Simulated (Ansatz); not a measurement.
Ansatz (an electronic-structure program) input:
A basis named .json is the Basis Set Exchange file of that set.

Ansatz 0.2 input:
```yaml
crystal:
  periodic: [false, false, false]
  atoms:
    - {symbol: Si, position_ang: [-0.08348845, -0.10047289, -0.00088421]}
    - {symbol: O, position_ang: [1.36084082, -0.24268385, -0.87370246]}
    - {symbol: O, position_ang: [0.41620700, 0.73220340, 1.40249596]}
    - {symbol: O, position_ang: [-0.96318865, 1.16324922, -0.70152484]}
    - {symbol: N, position_ang: [-0.74447018, -1.59465664, 0.08998593]}
    - {symbol: H, position_ang: [1.32007676, -1.11363041, -1.28179897]}
    - {symbol: H, position_ang: [0.86965930, 0.11909558, 1.98649764]}
    - {symbol: H, position_ang: [-0.63205310, 2.01109172, -0.39113332]}
    - {symbol: H, position_ang: [-1.68842655, -1.66949031, 0.45076296]}
basis:
  gaussian:
    orbitals: aug-cc-pV_D+d_Z.json
total_charge: -1
magnetization: {spin_polarized: false}
correlation: {method: ccsd_t, electrons: outside_noble_gas}
output: {forces: true}
```

Problem. What final total energy does it print?

Solution. -571.47785 Eh (CCSD(T)/aug-cc-pV(D+d)Z). The basis has 160 functions. The run takes very roughly 9 core-minutes.

It need not be the lowest isomer of its formula. Whether it binds its extra electron was not tested at this geometry.
